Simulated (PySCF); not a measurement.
C6H8N2, SMILES Nc1ccc(N)cc1. Atoms are numbered in the order given.

```xyz
16

N     -2.8166    -0.0836     0.0000
C     -1.4252    -0.0122     0.0000
C     -0.6953    -0.0063     1.1970
C      0.6953     0.0063     1.1970
C      1.4252     0.0122     0.0000
N      2.8166     0.0836     0.0000
C      0.6953     0.0063    -1.1970
C     -0.6953    -0.0063    -1.1970
H     -3.2565     0.2838    -0.8350
H     -3.2565     0.2838     0.8350
H     -1.2291    -0.0171     2.1518
H      1.2291     0.0171     2.1518
H      3.2565    -0.2838     0.8350
H      3.2565    -0.2838    -0.8350
H      1.2291     0.0171    -2.1518
H     -1.2291    -0.0171    -2.1518
```

The structure is a stationary point at PBE0-D3(BJ)/def2-SVP. Other conformers were not sampled.

Level of theory: PBE/def2-TZVP in PySCF.

Symmetry labels are those of the subgroup C2h that the program uses (full group C2h).

Computed valence orbital energies around the gap with their symmetry:
```tsv
orbital	symmetry	energy (eV)
HOMO−7	Au	-9.71
HOMO−6	Bu	-9.27
HOMO−5	Ag	-9.16
HOMO−4	Ag	-8.05
HOMO−3	Bg	-7.83
HOMO−2	Bu	-6.19
HOMO−1	Bg	-5.92
HOMO	Ag	-4.07
LUMO	Au	-0.85
LUMO+1	Bu	-0.09
LUMO+2	Ag	0.49
LUMO+3	Bu	0.52
```
